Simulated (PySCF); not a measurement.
**Polarisability and C₆ of Al (aluminium, neutral)**

[Ne] 3s2 3p1, 2P determinant. Computed with PySCF 2.14 in dyall-av3z, with the non-relativistic Hamiltonian (point nucleus). Coupled (time-dependent) response in atomic units; α is the mean over directions.

```
 method  mean α (bohr³)         α xx, yy, zz  C₆ (like pair)  S(−4)
    UHF           61.15  51.84, 79.77, 51.84           552.5   1937
    PBE           65.11  52.98, 89.36, 52.98           577.2   2703
   PBE0           62.05  51.61, 82.94, 51.61           549.8   2232
   MN15           70.28  57.21, 96.42, 57.21           623.7   3421
r2SCAN0           60.08  50.77, 78.69, 50.77           546.1   1833
```

S(−4) is the Cauchy moment in α(ω) = α(0) + S(−4) ω² + …

Reference α: 57.8 ± 1 bohr³ (recommended; Schwerdtfeger and Nagle, table of static dipole polarizabilities (2023 update)). Published C₆: 528.0 (Chu and Dalgarno (2004); Tang, Norbeck and Certain (1976)).

α(iu) at MN15:

```csv
u (hartree),α(iu) (bohr³)
0,70.28
0.0500,63.08
0.100,50.02
0.200,29.84
0.300,18.61
0.500,8.731
0.750,4.390
1.00,2.636
1.50,1.277
2.00,0.7690
3.00,0.3812
5.00,0.1579
```

A single London oscillator, α(iu) = α/(1 + u²/ω²), gives C₆ = (3/4) ω α². Matching the computed C₆ needs ω = 4 × 623.7 / (3 × 70.28²) = 0.168 hartree.

The components differ because the open shell of this determinant is not spherical; for a pure term their mean is the scalar polarisability.
